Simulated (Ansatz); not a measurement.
`BNC(C)F` and `CC(F)CF` differ in one atom or group.

Ansatz, PBE0-D4/def2-TZVP geometries, multiplicity 1. Each molecule was computed in one conformer, which needn't be the lowest.

```json
{"property": "LUMO energy (B3LYP/def2-TZVPP) / eV", "`BNC(C)F`": "-0.42"}
{"property": "LUMO energy (PBE0/def2-TZVPP) / eV", "`BNC(C)F`": "-0.18"}
{"property": "HOMO energy (PBE/def2-TZVPP) / eV", "`BNC(C)F`": "-7.37"}
{"property": "size of the dipole moment (B3LYP/def2-TZVPP) / D", "`BNC(C)F`": "2.10"}
{"property": "HOMO energy (ωB97M-V/def2-TZVPP) / eV", "`BNC(C)F`": "-11.11"}
{"property": "HOMO–LUMO gap (ωB97M-V/def2-TZVPP) / eV", "`BNC(C)F`": "12.76"}
```

Task: Give the same properties after the change, and the shifts. (Best estimate.)

Result: Computed: 
```
                                        property  `CC(F)CF`  shift
             LUMO energy (B3LYP/def2-TZVPP) / eV       0.80   1.22
              LUMO energy (PBE0/def2-TZVPP) / eV       1.16   1.34
               HOMO energy (PBE/def2-TZVPP) / eV      -7.55  -0.18
size of the dipole moment (B3LYP/def2-TZVPP) / D       2.90   0.80
           HOMO energy (ωB97M-V/def2-TZVPP) / eV     -11.68  -0.57
         HOMO–LUMO gap (ωB97M-V/def2-TZVPP) / eV      14.27   1.51
```

With PBE0 the HOMO falls by 0.54 eV and the LUMO rises by 1.34 eV, so the gap widens by about 1.88 eV. PBE moves the HOMO by -0.18 eV and ωB97M-V by -0.57 eV. The zero-point energy changes by -22.9 kJ/mol with -3 modes. Dipoles are sizes alone; their direction can turn.

B3LYP here is the variant with VWN-RPA as its local correlation; programs differ in this.
